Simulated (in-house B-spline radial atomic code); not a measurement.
Values are calculated unless marked as measured or tabulated.
Weak and strong correlation along the adiabatic connection

Two-electron singlets in several external potentials (atomic units), by full CI in B-splines with partial waves to l = 8 (correlation energies up to 0.6 % small). The repulsion is scaled by λ at fixed density; W(λ) is the mean repulsion less the Hartree energy, W(0) = E_x, and the area under W from 0 to 1 is E_xc.

One system gave this curve:

| λ | W (hartree) |
| --- | --- |
| 0 | -0.58156 |
| 0.02 | -0.58348 |
| 0.05 | -0.58631 |
| 0.12 | -0.59264 |
| 0.25 | -0.60352 |
| 0.4 | -0.61482 |
| 0.6 | -0.62807 |
| 0.8 | -0.63959 |
| 1 | -0.64968 |
| 1.4 | -0.66647 |
| 2 | -0.68557 |
| 3 | -0.7075 |
| 4.5 | -0.7282 |
| 7 | -0.74828 |
| 10 | -0.76233 |

Task: Which system is it?
A. −Z exp(−kr)/r, Z = 4.13, k = 1.75
B. −V exp(−r²/w²), V = 2.38, w = 2.58
C. −Z/r, Z = 2, wall at 2 bohr
D. −Z/r, Z = 5.99, wall at 0.454 bohr

Result: B. The exchange energy sets the size: −V exp(−r²/w²), V = 2.38, w = 2.58: E_x = -0.582, E_c = -0.0381; −Z/r, Z = 5.99, wall at 0.454 bohr: E_x = -4.93, E_c = -0.0456; −Z exp(−kr)/r, Z = 4.13, k = 1.75: E_x = -1.98, E_c = -0.0462; −Z/r, Z = 2, wall at 2 bohr: E_x = -1.24, E_c = -0.0413 hartree.
